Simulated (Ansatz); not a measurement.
Calculation: PBE-D3(BJ)/def2-TZVP // PBE0-D3(BJ)/def2-SVP (Ansatz, a quantum-chemistry and plane-wave program). Isolated molecules, 0 K electronic values unless said otherwise. One relaxed conformer stands for a flexible species; it need not be the lowest.  In the def2 sets, heavy atoms carry core potentials.

Reference species (SMILES): `C[C](C)(C)[Sn]([OH])([OH])[OH]` (neutral, multiplicity 1).

```
Item                                       Value
--------------------------------------  --------
HOMO                                    -6.32 eV
vertical ionisation energy (Delta-SCF)   8.82 eV
```

Changed species: `C[CH2][Sn]([OH])([OH])[OH]` (Y = ethyl; the reference has Y = tert-butyl).

### Question
What does the change do to the HOMO and vertical ionisation energy (Delta-SCF)?

### Answer
the HOMO drops by 0.29 eV, to -6.61 eV; the vertical ionisation energy (Delta-SCF) rises by 0.51 eV, to 9.33 eV.
